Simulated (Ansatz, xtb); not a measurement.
**FGeH3Sn: where a starting geometry ends**

The starting geometry of this gas-phase triplet was built from a drawn formula by distance geometry and a force field; its bonds are those of `[F][SnH2][GeH]`.

```xyz
6

F    -1.0581    1.3116   -0.0152
Ge   -0.7209    2.6038   -3.4309
Sn    0.2292    1.2949   -1.3702
H     0.5772   -0.3737   -1.8665
H     1.6912    2.0298   -0.7958
H     0.3249    2.5336   -4.5617
```

Q: Where would you expect an optimisation with r2SCAN-D4/def2-SVP to take it?

A: It keeps its bonds, and is `[F][SnH2][GeH]`.

The energy falls by 0.24 eV over 12 steps:

```tsv
step	E − E(last) (eV)
1	0.238
2	0.097
3	0.073
5	0.048
6	0.042
7	0.025
8	0.007
10	0.001
11	0.000
12	0.000
```

Final geometry (Å):

```xyz
6

F    -1.2038    1.2392   -0.3277
Ge    0.0589    2.8681   -3.4286
Sn    0.4353    1.3157   -1.3863
H     0.7069   -0.3196   -1.8377
H     1.5910    1.9730   -0.3096
H    -0.5450    2.3236   -4.7505
```

From the same start GFN2-xTB ends elsewhere, differing in F1–Ge2 (1.82 against 3.72 Å here), F1–Sn3 (3.69 against 1.95 Å here), Ge2–H6 (2.18 against 1.55 Å here), Sn3–H6 (2.16 against 3.65 Å here).

No frequencies were run, so the end isn't proven a minimum. Open shells are spin-unrestricted. The triplet needn't be the ground state. Atoms past krypton carry core potentials, without spin–orbit terms. Run with Ansatz 0.2.0, 69 s on 1 thread of Intel(R) Xeon(R) 6975P-C (Granite Rapids) (shared host).
